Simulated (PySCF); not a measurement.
Si(H)(F)2(NHSiH3) (F₂H₅NSi₂), SMILES [SiH](N[SiH3])(F)F. Atoms are numbered in the order given.

```xyz
10

Si     0.8605    -0.2875     0.0000
F      1.7652     0.1274    -1.2710
F      1.7652     0.1274     1.2710
N     -0.6183     0.5597     0.0000
Si    -2.2464    -0.0833     0.0000
H      0.6321    -1.7426     0.0000
H     -0.5443     1.5757     0.0000
H     -3.0044     0.3585     1.2089
H     -3.0044     0.3585    -1.2089
H     -2.1235    -1.5689     0.0000
```
Charge 0, spin multiplicity 1.

The structure is a stationary point at PBE0-D3(BJ)/def2-SVP. The values are those of a single conformer.

Two levels are set side by side: PBE/pcSseg-1 (PySCF) and B3LYP/pcSseg-1 (PySCF). GIAO shifts against CFCl3 (¹⁹F), NH3 (¹⁵N), TMS (²⁹Si), TMS (¹H) at the same level; non-relativistic, no solvent, atoms listed together averaged. Differences are taken from unrounded values.

```
quantity                 B3LYP
----------------------  ------
δ(²⁹Si) of Si1 (ppm)     -43.5
δ(¹⁹F) of F2, F3 (ppm)  -151.2
δ(¹⁵N) of N4 (ppm)        34.6
δ(²⁹Si) of Si5 (ppm)     -59.6
δ(¹H) of H6 (ppm)         4.68
δ(¹H) of H7 (ppm)         0.87
```

Problem. What does PBE give, and how far is it from B3LYP? (Estimate from the structure and the level; the computed values follow.)

Solution. 
```json
[
 {"quantity": "δ(²⁹Si) of Si1 (ppm)", "PBE": "-36.3", "PBE minus B3LYP": "7.2"},
 {"quantity": "δ(¹⁹F) of F2, F3 (ppm)", "PBE": "-162.7", "PBE minus B3LYP": "-11.5"},
 {"quantity": "δ(¹⁵N) of N4 (ppm)", "PBE": "38.3", "PBE minus B3LYP": "3.7"},
 {"quantity": "δ(²⁹Si) of Si5 (ppm)", "PBE": "-58.5", "PBE minus B3LYP": "1.1"},
 {"quantity": "δ(¹H) of H6 (ppm)", "PBE": "4.94", "PBE minus B3LYP": "0.27"},
 {"quantity": "δ(¹H) of H7 (ppm)", "PBE": "0.90", "PBE minus B3LYP": "0.02"}
]
```

Rough cost on one machine, each run with all the roots and properties that it gave: B3LYP against PBE within a factor of 2.
